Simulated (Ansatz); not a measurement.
Ligand exchange: GeH2(GeH3)Cl + InH2(OH) → GeH2(GeH3)(OH) + InH2Cl

Gas-phase species: GeH2(GeH3)Cl, singlet; InH2(OH), singlet; GeH2(GeH3)(OH), singlet; InH2Cl `[Cl][InH2]`, singlet. The partners trade Cl for OH: Ge–Cl and In–OH bonds give way to Ge–OH and In–Cl.

Shapes, held fixed at every level: PBE0-D4/def2-TZVP. Flexible molecules stand in one conformer, not always the lowest. Programs: Ansatz 0.2.0. The zero-point and thermal change to 298 K, harmonic and unscaled (PBE0-D4/def2-TZVP), is +0.7 kJ/mol.

(1) Estimate ΔH(298 K) of this reaction.

Results:

(1) The highest level, CCSD(T)/def2-TZVPP, gives ΔH(298 K) = -36.0 kJ/mol; the levels span -58.3 to -34.1. The column of differences is taken from that level and isn't an error. No measured value is set beside it here. For atoms past krypton def2 sets carry core potentials with scalar relativity. Relativity is left out for Ge. Outer-core shells of Ge, In are correlated, in sets that cover them unevenly.

```csv
level,kind,ΔH(298 K) (kJ/mol),less CCSD(T)/def2-TZVPP
HF/def2-SVP,Hartree–Fock,-58.3,-22.3
PBE0-D4/def2-TZVPP,global hybrid,-36.1,-0.1
B2PLYP/def2-TZVPP,double hybrid,-35.4,+0.6
MP2/def2-SVP,perturbation theory,-41.9,-5.9
MP2/def2-TZVPP,perturbation theory,-34.1,+1.9
CCSD(T)/def2-SVP,coupled cluster or CI,-43.2,-7.2
CCSD(T)/def2-TZVPP,coupled cluster or CI,-36.0,0.0
```
